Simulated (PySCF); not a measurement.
Be(Me) (CH3Be), SMILES [Be][CH3], multiplicity 2. Atoms are numbered in the order given.

```xyz
5

Be     0.0000     0.0000    -1.2619
C      0.0000     0.0000     0.4257
H      0.8885     0.5130     0.8311
H      0.0000    -1.0260     0.8311
H     -0.8885     0.5130     0.8311
```
Charge 0, spin multiplicity 2.

Geometry: PBE-D3(BJ)/def2-TZVPD. The spin state was assumed, not searched. The isomer is the one that the SMILES or the coordinates give; other isomers of the formula were not compared.

Calculation: M06-2X/def2-TZVPD (PySCF).

Mulliken values depend strongly on the basis, most of all with diffuse functions as here. ESP charges are fitted to the potential on shells at 1.4 to 2.0 van der Waals radii. Atomic charges (e):

```json
[
 {"atom": "Be1", "meta-Löwdin": "0.69", "Mulliken": "-0.01", "ESP fit": "-0.10", "Mulliken spin": "0.88"},
 {"atom": "C2", "meta-Löwdin": "-1.04", "Mulliken": "-0.48", "ESP fit": "0.55", "Mulliken spin": "0.20"},
 {"atom": "H3", "meta-Löwdin": "0.12", "Mulliken": "0.16", "ESP fit": "-0.15", "Mulliken spin": "-0.03"},
 {"atom": "H4", "meta-Löwdin": "0.12", "Mulliken": "0.16", "ESP fit": "-0.15", "Mulliken spin": "-0.03"},
 {"atom": "H5", "meta-Löwdin": "0.12", "Mulliken": "0.16", "ESP fit": "-0.15", "Mulliken spin": "-0.03"}
]
```
